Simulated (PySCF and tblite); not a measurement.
Values are calculated unless marked as measured or tabulated.
C₄H₇FO₂S, numbered as in [O:1]=[S:2]1(=[O:3])[CH2:4][CH2:5][C@H:6]([F:7])[CH2:8]1.

Conformers came from 200 starts (ETKDG and KDG, MMFF94s, GFN2-xTB); geometries are GFN2-xTB. Free energies are PBE0-D3(BJ)/def2-SVP (IEF-PCM, acetone) single points with GFN2-xTB rigid-rotor and vibrational terms (modes under about 100 cm⁻¹ blended into free rotors). Symmetry numbers and mirror images are counted. Conformers within 2.5 kcal/mol (GFN2-xTB free energy) were kept, 4 at most. GIAO shieldings: B97-2/pcSseg-1 (IEF-PCM, acetone). Shifts are against TMS (¹H), TMS (¹³C) at the same level; of two unlike H on one atom, a is the less shielded. Run with PySCF (density fitting) and tblite.

The 5-ring runs over atoms 2–4–5–6–8.

```
conformer                                                                    shape  symmetry  E(GFN2) kcal/mol  E(DFT) kcal/mol
        1                     5-ring envelope (ring torsions 46, -48, 23, 4, -29°)        C1              0.00             0.00
        2  5-ring between envelope and twist (ring torsions -40, 52, -36, 11, 17°)        C1              1.05             1.87
```

Problem. How much do the weights at 298.15 K and the averaged shift of H5b depend on how the conformers are weighted?

Solution. 
| weighting | 1 (%) | 2 (%) | δ (ppm) | rms dipole (D) |
| --- | --- | --- | --- | --- |
| DFT energy with thermal terms, symmetry and mirror images (full scheme) | 95 | 5 | 2.25 | 5.53 |
| DFT energy with symmetry and mirror images | 96 | 4 | 2.24 | 5.53 |
| bare DFT energy | 96 | 4 | 2.24 | 5.53 |
| GFN2-xTB energy with symmetry and mirror images | 85 | 15 | 2.30 | 5.44 |
| GFN2-xTB free energy | 84 | 16 | 2.31 | 5.43 |
| leading conformer alone | 100 | 0 | 2.22 | 5.56 |
| equal weights | 50 | 50 | 2.51 | 5.12 |
| full scheme, search stopped after three starts | 100 | 0 | 2.22 | 5.56 |

The largest departure from the full scheme, 0.26 ppm, comes with: equal weights.


Conformer gaps in def2-SVP on xTB geometries can be 2 kcal/mol too large for S=O, P=O and other polar bonds.